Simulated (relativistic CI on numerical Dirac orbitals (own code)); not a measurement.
## Level scheme of Dy XI

These numbers are calculated, not measured: Dirac-Coulomb-Breit CI, orbitals from a KLI potential per configuration, model QED, unscaled Slater integrals (own radial code, finite nucleus).

Configuration list (outside the closed core [Kr] 4d10): 4f8 5s2, 4f8 5s 5p, 4f10, 4f9 5s, 4f7 5s2 6s, 4f9 6s. The list is cut by size and lacks configurations that can hold low levels.

The lowest level is 4f8 5s2 7F_6, with 97 % of that term; Hund's rules for 4f8 5s2 give 7F with J = 6, in agreement.

```csv
No.,Configuration,Term,J,E (cm⁻¹),%,Lifetime (s)
1,4f8 5s2,7F,6,0.0,97,
2,4f8 5s2,7F,5,2485.5,98,1.38e+00
3,4f8 5s2,7F,4,4100.5,96,2.72e+00
4,4f8 5s2,7F,3,5334.4,96,4.32e+00
5,4f8 5s2,7F,2,6211.9,96,9.44e+00
6,4f8 5s2,7F,1,6787.8,96,2.67e+01
7,4f8 5s2,7F,0,7070.9,95,1.40e+02
8,4f8 5s2,5D,4,27521.4,94,3.50e-02
9,4f8 5s2,5L,10,34479.7,95,
10,4f8 5s2,5D,3,34557.1,93,1.97e-02
11,4f8 5s2,5G,6,36107.6,69,2.01e-02
12,4f8 5s2,5L,9,36325.4,96,3.48e+00
13,4f8 5s2,5L,8,37430.4,95,9.83e+00
14,4f8 5s2,5D,2,37494.2,81,2.06e-02
15,4f8 5s2,5G,5,37569.6,74,2.60e-02
16,4f8 5s2,5L,7,38011.7,91,2.56e+01
17,4f8 5s2,5G,4,38219.3,77,3.55e-02
18,4f8 5s2,5L,6,38327.8,87,5.00e-01
19,4f8 5s2,5G,3,38980.1,85,5.31e-02
20,4f8 5s2,5G,2,39634.5,94,1.11e-01
21,4f8 5s2,5D,1,40341.2,84,1.84e-02
22,4f8 5s2,5D,0,41260.4,81,1.82e-02
23,4f8 5s2,5H,7,42265.6,84,4.58e-01
24,4f8 5s2,5H,6,44290.3,68,1.05e-01
25,4f8 5s2,5H,5,45407.6,62,9.51e-02
26,4f8 5s2,5H,4,46096.8,68,1.10e-01
27,4f8 5s2,5H,3,46624.1,87,1.49e-01
28,4f8 5s2,5I,8,48244.8,87,3.55e-01
29,4f8 5s2,5F,5,48819.9,88,2.13e-02
30,4f8 5s2,5F,4,49474.7,81,4.58e-02
31,4f8 5s2,5I,7,49985.2,79,6.38e-01
32,4f8 5s2,5F,3,50855.2,87,4.88e-02
33,4f8 5s2,5I,6,51154.8,73,3.58e-01
34,4f8 5s2,5I,4,51391.1,77,3.40e-01
35,4f8 5s2,5F,2,51607.6,91,3.00e-02
36,4f8 5s2,5I,5,51712.9,75,3.04e-01
37,4f8 5s2,5F,1,52029.7,94,2.24e-02
38,4f8 5s2,5K,9,54293.0,95,1.25e-01
39,4f8 5s2,3P,2,54479.2,69,1.43e-02
40,4f8 5s2,3I,6,54648.7,32,2.71e-02
41,4f8 5s2,3O,10,56157.0,36,7.48e-02
42,4f8 5s2,5K,8,56362.8,88,3.96e-01
43,4f8 5s2,5K,5,56985.6,49,6.39e-02
44,4f8 5s2,5K,7,57048.9,58,6.38e-02
45,4f8 5s2,3O,12,57773.2,93,
```

Energies count from the lowest computed level; lifetimes are radiative, by E1, M1, E2, M2, E3 decay to levels of this space only; some are left blank where a channel outside the calculation adds to the decay or the decay crosses a small, uncertain gap.

The mean weight of the leading LS term, summed over parents, in these 45 levels is 82 %, and that of the leading jj configuration (from the same eigenvectors) 43 %, so LS coupling describes them better.

At this charge energies of transitions that change n are usually good to better than 1 %, and those within a shell (Δn = 0) to a few per cent. Terms inside the open d or f shell come out 10 to 20 % too wide with unscaled integrals. Levels and lines within the n = 5 or 6 shells can be off by up to 10 % or somewhat more, and those that change n by about 2 %, since core polarisation is missing.

Landé's interval rule says that E(J) − E(J−1) = AJ with one A. For the ground term the intervals give A = -283.1, -288.0, -292.5, -308.5, -323.0, -414.3 cm⁻¹ for J = 1, 2, 3, 4, 5, 6; the multiplet is inverted.
